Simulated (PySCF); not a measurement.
**Dipole moment and polarisability of `C=C(Cl)c1cncn1[SiH3]`**

C₅H₇ClN₂Si.
Cartesian coordinates in Å at the GFN2-xTB level; atoms count from 1:
```
atom  x, y, z in Å
C1     2.7387   -0.2444   -0.0353
C2     1.4692   -0.4066    0.3249
Cl3    1.0506   -1.7052    1.4010
C4     0.3768    0.4393   -0.0800
C5     0.4336    1.7252   -0.5732
N6    -0.8162    2.1841   -0.8149
C7    -1.6104    1.2087   -0.4828
N8    -0.9609    0.1092   -0.0200
Si9   -1.7701   -1.3916    0.4348
H10    3.5163   -0.8895    0.3296
H11    3.0188    0.5433   -0.7096
H12    1.2926    2.3401   -0.7506
H13   -2.6780    1.2489   -0.5574
H14   -1.1492   -2.4884   -0.2968
H15   -3.1263   -1.1684   -0.0698
H16   -1.7933   -1.4958    1.8888
```

Level: CAM-B3LYP/def2-SVPD (PySCF), static field, nuclei fixed, core orbitals frozen in the response. The polarisability tensor in these axes (au):

```
x   137.91  -3.54   0.49
y    -3.54 111.22 -19.21
z     0.49 -19.21  81.75
```

Task: Give the principal values, the mean and the anisotropy Δα = √{½[(α1 − α2)² + (α2 − α3)² + (α1 − α3)²]}.

Result: Principal values 72.25, 120.05 and 138.57 au; mean 110.29 au = 16.34 Å³ = 18.18 × 10⁻⁴⁰ C²·m²/J; Δα = 59.27 au (54 % of the mean).

Task: What is the dipole moment, and where does it point?

Result: (0.25, -2.23, 0.48) D, 2.30 D in size, pointing from the negative to the positive side. Measured along this direction, the outermost atoms are N6 and H12 at the negative end and H14 at the positive end.

Task: Molar refractivity from α?

Result: Lorentz–Lorenz: R = (4π/3)N_A α = 2.5225 cm³/(mol·Å³) × 16.34 Å³ = 41.2 cm³/mol, in the limit of long wavelengths.

Task: Form Σ f/ω² (atomic units) for the 8 lowest TDDFT singlets, given as eV and f, and set it beside the mean polarisability, which is this sum over all singlets: 4.87, 0.3077; 5.82, 0.0026; 5.98, 0.0026; 6.06, 0.0025; 6.34, 0.0283; 6.64, 0.1129; 6.76, 0.0151; 6.83, 0.0055.

Result: They add up to 12.50 au, 11.3 % of the 110.29 au; the largest single term is 9.59 au, from the state at 4.87 eV. Terms in order: 9.59, 0.06, 0.05, 0.05, 0.52, 1.89, 0.24, 0.09 au. Higher excitations give the rest. The strengths listed sum to 0.477.

Task: Along which axes do the principal values lie, and how far do the nuclei extend along each?

Result: Largest value along (0.98, -0.17, 0.07), where the nuclei span 6.52 Å; middle along (0.19, 0.88, -0.44), 5.10 Å; least along (0.02, 0.44, 0.90), 2.39 Å. The response follows the extents in order.

One conformer (not necessarily the lowest) at the GFN2-xTB geometry, without solvent, vibrations or thermal averaging.
